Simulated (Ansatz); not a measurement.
Start from `F[SiH2]C[SiH](F)F` and change one atom or group to get `OC[SiH](F)F`.

Ansatz, PBE0-D4/def2-TZVP geometries, multiplicity 1. Each molecule was computed in one conformer, which needn't be the lowest.

```json
{"property": "HOMO energy (B3LYP/def2-TZVPP) / eV", "`F[SiH2]C[SiH](F)F`": "-9.09"}
{"property": "size of the dipole moment (B3LYP/def2-TZVPP) / D", "`F[SiH2]C[SiH](F)F`": "1.58"}
{"property": "HOMO energy (PBE/def2-TZVPP) / eV", "`F[SiH2]C[SiH](F)F`": "-7.90"}
{"property": "HOMO–LUMO gap (B3LYP/def2-TZVPP) / eV", "`F[SiH2]C[SiH](F)F`": "8.87"}
{"property": "size of the dipole moment (PBE/def2-TZVPP) / D", "`F[SiH2]C[SiH](F)F`": "1.53"}
{"property": "LUMO energy (ωB97M-V/def2-TZVPP) / eV", "`F[SiH2]C[SiH](F)F`": "1.74"}
```

Question: Give the same properties after the change, and the shifts. (Best estimate.)

Answer: Ansatz gave: 
| property | `OC[SiH](F)F` | shift |
| --- | --- | --- |
| HOMO energy (B3LYP/def2-TZVPP) / eV | -7.75 | 1.34 |
| size of the dipole moment (B3LYP/def2-TZVPP) / D | 2.07 | 0.49 |
| HOMO energy (PBE/def2-TZVPP) / eV | -6.38 | 1.52 |
| HOMO–LUMO gap (B3LYP/def2-TZVPP) / eV | 7.64 | -1.23 |
| size of the dipole moment (PBE/def2-TZVPP) / D | 1.90 | 0.37 |
| LUMO energy (ωB97M-V/def2-TZVPP) / eV | 1.90 | 0.16 |

With PBE0 the HOMO rises by 1.33 eV and the LUMO rises by 0.20 eV, so the gap narrows by about 1.13 eV. PBE moves the HOMO by 1.52 eV and ωB97M-V by 1.19 eV. Dipoles are sizes alone; their direction can turn.

B3LYP here is the variant with VWN-RPA as its local correlation; programs differ in this.
